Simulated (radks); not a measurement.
The numbers below are computed, except where a source is named.
Problem. Species: Mg. Configuration: [Ne] 3s2 (the NIST ground configuration). Code: a radial shooting solver on a logarithmic mesh with Libxc functionals. Model: non-relativistic Kohn-Sham, PBE, spin-polarised, spherical densities, point nucleus. Some entries of the table are withheld. Estimate them.

orbital  occ.  eigenvalue (Ry)  <r> (bohr)
1s          2              (1)      0.1309
2s          2         -5.84696         (2)
2p          6         -3.42913      0.6897
3s          2         -0.34536       3.155

Solution. 
(1) 1s eigenvalue (Ry): -92.40171
(2) 2s <r> (bohr): 0.6989
